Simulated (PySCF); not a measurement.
## Two-component Hartree-Fock for Ar¹⁴⁺ (argon, charge +14)

Start: [He] 2s2. Calculated with PySCF 2.14 in an uncontracted even-tempered set (17 s from 0.58 bohr⁻², ratio 2.6; 11 p from 0.75 bohr⁻², ratio 2.6; 7 d from 0.77 bohr⁻², ratio 2.8; 4 f from 17 bohr⁻², ratio 2.8): generalised Hartree-Fock with the X2C-1e Hamiltonian and a Gaussian nucleus; spin-orbit coupling (SO) screened by Boettger's factors.

| spinor shell | electrons | ε, screened SO (eV) | weight of nominal j (screened SO) | rms radius, screened SO (bohr) |
| --- | --- | --- | --- | --- |
| 1s1/2 | 2 | -3942.9 | 1.000 | 0.0979 |
| 2s1/2 | 2 | -850.34 | 1.000 | 0.392 |

```tsv
quantity	screened SO
E (hartree)	-379.14920
M_J	0
⟨J²⟩	0.000
⟨L²⟩	0.000
⟨S²⟩	0.000
```
